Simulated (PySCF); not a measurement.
**The second ionisation energy along the 5p block**

All values are computed (PySCF 2.14, energy differences of UHF-based or UKS calculations, no spin-orbit coupling). Values in eV. The last column holds reference values (NIST; (s) semi-empirical, (t) theoretical, else measured). Unmarked ones compare directly (S terms, centres of terms, or small fine structure); those marked * lie between the lowest fine-structure levels and include a spin-orbit shift.

| element | configurations | LDA | PBE0 | r2SCAN | MP2 (valence) | SCS-MP2 (valence) | CCSD(T) (valence) | reference |
| --- | --- | --- | --- | --- | --- | --- | --- | --- |
| In (dyall-av2z, non-relativistic) | [Kr] 4d10 5s2 → [Kr] 4d10 5s1 | 18.534 | 17.828 | 17.822 | 16.877 | 17.000 | 17.179 | 18.870 |
| Sb (dyall-av2z, non-relativistic) | [Kr] 4d10 5s2 5p2 → [Kr] 4d10 5s2 5p1 | 16.621 | 16.492 | 16.602 | 16.190 | 16.131 | 16.226 | 16.626 ± 0.025 * |
| Te (dyall-av2z, non-relativistic) | [Kr] 4d10 5s2 5p3 → [Kr] 4d10 5s2 5p2 | 18.894 | 18.804 | 18.936 | 18.612 | 18.500 | 18.568 | 18.6 ± 0.4 * |
| I (dyall-av2z, non-relativistic) | [Kr] 4d10 5s2 5p4 → [Kr] 4d10 5s2 5p3 | 18.980 | 18.671 | 18.685 | 17.975 | 17.994 | 18.019 | 18.750 |
| Xe (dyall-av2z, non-relativistic) | [Kr] 4d10 5s2 5p5 → [Kr] 4d10 5s2 5p4 | 21.365 | 21.091 | 21.113 | 20.583 | 20.563 | 20.563 | 20.975 (s) * |

**Question.** Fill in the row of Sn (dyall-av2z, non-relativistic) ([Kr] 4d10 5s2 5p1 → [Kr] 4d10 5s2).

**Answer.** LDA 14.361; PBE0 14.221; r2SCAN 14.331; MP2 (valence) 13.844; SCS-MP2 (valence) 13.826; CCSD(T) (valence) 13.933; reference 14.282 (eV).

"Valence" correlates the outer s and p shells and, in groups 3 to 12 and the f block, the outer d or f shell, open or full, or the next shell where the ion has no valence electron left; the wider scheme adds the next inner shell.
